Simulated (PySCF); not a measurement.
Fractional electron number in Nb²⁺ (niobium, charge +2)

The 4d alpha orbital of [Kr] 4d3 is emptied in steps (occupation f), with all orbitals relaxed, ending at [Kr] 4d2. Calculation: PySCF 2.14, in def2-TZVP with the def2 core potential (28 electrons) (6s4p3d1f, 40 functions); a scalar-relativistic core potential. The exact energy is a straight line in f; departures are measured from the line between the end points of the same method.

| f | BLYP (eV) |
| --- | --- |
| 1 | 0.000 |
| 0.8 | -0.881 |
| 0.6 | -1.328 |
| 0.4 | -1.334 |
| 0.2 | -0.893 |
| 0 | 0.000 |

```
method  E(f=0) − E(f=1) (eV)  −ε at f=1 (eV)  −ε at f=0.4 (eV)
  BLYP                25.384          19.909            26.468
```

Orbital energy along the path (eV):

```json
{"f": "1", "BLYP": "-19.909"}
{"f": "0.8", "BLYP": "-22.057"}
{"f": "0.6", "BLYP": "-24.246"}
{"f": "0.4", "BLYP": "-26.468"}
{"f": "0.2", "BLYP": "-28.716"}
{"f": "0", "BLYP": "-30.989"}
```

Reference removal energy between the ground levels: 25.04 eV (semi-empirical (NIST evaluation); NIST Atomic Spectra Database, ionization energies). The calculation has no spin-orbit coupling. The determinant left behind need not be the lowest term of the ion.
